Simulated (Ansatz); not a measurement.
A structure relaxed at r2SCAN-D4/def2-SVP in Ansatz, charge 0, singlet:

```
atom   x (Å)   y (Å)   z (Å)
 In1   0.231  -2.240  -0.057
 In2  -1.501   1.387   1.377
 Te3   1.300   0.394  -1.315
 Te4   1.428   0.341   1.458
 Te5  -1.458   0.117  -1.463
```

Task: Give its formula and point group.

Result: the cluster In₂Te₃. Point group Cs (tolerance 0.1 Å).

Task: Summarise the bond lengths by kind (pairs closer than 1.2 times the sum of covalent radii, bridged metal pairs left out).

Result: 5 × In–Te 3.11 to 3.22 Å; 2 × Te–Te 2.78 Å.

In the def2 sets In, Te take a core potential; there is no spin–orbit coupling. The structure comes from a short search, and lower isomers may exist.
